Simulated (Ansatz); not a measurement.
Species: CH6BO2Si, net charge -1, singlet state. It need not be the lowest isomer of its formula. Whether it binds its extra electron was not tested at this geometry. 
Structure (B3LYP-D3(BJ)/def2-TZVP (Ansatz, a program for electronic structure) minimum search):
```xyz
11

C      2.2224    -0.1130     0.5983
Si     0.7290     0.7391    -0.2456
B     -1.1100    -0.1995    -0.1532
O     -2.1605     0.3021    -0.6911
O     -1.0277    -1.4385     0.5718
H      2.3783    -1.1054     0.1675
H      3.1522     0.4550     0.4985
H      2.0189    -0.2541     1.6631
H      1.1865     0.9907    -1.6573
H      0.7070     2.1264     0.3379
H     -1.9281    -1.7943     0.5581
```
Charge -1, spin multiplicity 1.

Total electronic energies in hartree. Correlated levels leave the core frozen unless marked. Spin-orbit coupling is left out. No relativistic terms. Basis-set limits of correlation are two-point, X^-3; Hartree-Fock from the larger set.

| level | program | energy (Eh) |
|---|---|---|
| revPBE-D3(BJ)/def2-TZVPD | Ansatz + dftd3 | -506.64016 |
| B3LYP-D4/def2-TZVPD | Ansatz + dftd4 | -506.79884 |
| B3LYP/def2-TZVPD | Ansatz | -506.78504 |
| PBE0/def2-SVP | Ansatz | … |
| r2SCANh/def2-TZVPD | Ansatz | … |
| LC-wPBE-D4/def2-TZVPD | Ansatz + dftd4 | … |
| RI-MP2/aug-cc-pV(T+d)Z | Ansatz | -505.83972 |
| CCSD/6-31G* | Ansatz | -505.47714 |
| CCSD(T)/CBS(aug-cc-pV(T+d)Z,aug-cc-pV(Q+d)Z) | Ansatz | -506.0143 |

**Question.** Some entries are withheld; supply them.

**Answer.** 
- PBE0/def2-SVP, energy (Eh): -506.01245
- r2SCANh/def2-TZVPD, energy (Eh): -506.59240
- LC-wPBE-D4/def2-TZVPD, energy (Eh): -506.53391
